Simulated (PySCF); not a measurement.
# Sb⁺: excitation energy

Sb⁺ [Kr] 4d10 5s2 5p2 (3P) → Sb⁺ [Kr] 4d10 5s2 5p1 5d1 (high-spin determinant), as a difference of total energies. Calculation: PySCF 2.14, in aug-cc-pVTZ-PP with one added diffuse shell each of d, f type with ECP28MDF (6s5p5d3f, 67 functions); scalar relativity through the core potential. Correlated levels: valence: 4s2 4p6 4d10 frozen. The calculations carry no spin-orbit coupling.

```json
{"method": "UHF", "excitation energy (cm⁻¹)": "76079"}
{"method": "LDA", "excitation energy (cm⁻¹)": "72030"}
{"method": "PBE", "excitation energy (cm⁻¹)": "70509"}
{"method": "PBE0", "excitation energy (cm⁻¹)": "72786"}
{"method": "r2SCAN", "excitation energy (cm⁻¹)": "74146"}
{"method": "BLYP", "excitation energy (cm⁻¹)": "69900"}
{"method": "wB97M-V", "excitation energy (cm⁻¹)": "74556"}
{"method": "B2PLYP", "excitation energy (cm⁻¹)": "73138"}
{"method": "BHandHLYP", "excitation energy (cm⁻¹)": "74335"}
{"method": "MP2 (valence)", "excitation energy (cm⁻¹)": "74914"}
{"method": "SCS-MP2 (valence)", "excitation energy (cm⁻¹)": "74897"}
```

The promoted electron is Rydberg-like, and one or two diffuse shells describe it only roughly, which tends to raise the upper state.

The determinant of the upper state mixes LS terms, which raises its energy above the lowest term, most at the Hartree-Fock and MP2 levels.
